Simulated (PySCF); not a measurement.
C₆ coefficients of unlike pairs at UHF

Calculated with PySCF 2.14 from the dipole response of each species, C₆(A,B) = (3/π) ∫ α_A(iu) α_B(iu) du, in atomic units, from isotropic polarisabilities. For ions this is the dispersion term alone; charge-induced terms of lower order in 1/R come first.

| species | configuration | basis | relativity | α (bohr³) | C₆ (like pair) |
| --- | --- | --- | --- | --- | --- |
| V⁺ | [Ar] 3d4 (5D) | aug-cc-pVQZ-DK (9s8p6d4f3g2h) | spin-free X2C | 11.75 | 43.16 |
| Sc⁺ | [Ar] 3d1 4s1 (3D) | aug-cc-pVDZ (7s6p4d2f) | none | 77.36 | 568.0 |
| Ar²⁺ | [Ne] 3s2 3p4 (3P) | aug-cc-pCVTZ-DK with one added diffuse shell each of s, p, d, f type (9s8p6d4f) | spin-free X2C | 4.775 | 16.76 |
| V | [Ar] 3d3 4s2 (4F) | dyall-av2z (16s12p7d2f) | none | 132.4 | 1456 |

Estimate C₆ for Ar²⁺ with Sc⁺.

The integral gives 68.34. The combination rule 2 C_A C_B / (C_A α_B/α_A + C_B α_A/α_B) gives 62.10 and the geometric mean 97.57.

No spin-orbit coupling is included.

The other pairs:

```json
{"pair": "Ar²⁺, V⁺", "C₆": "26.01"}
{"pair": "V, Ar²⁺", "C₆": "107.6"}
{"pair": "V, V⁺", "C₆": "211.3"}
{"pair": "V, Sc⁺", "C₆": "908.3"}
{"pair": "Sc⁺, V⁺", "C₆": "133.3"}
```
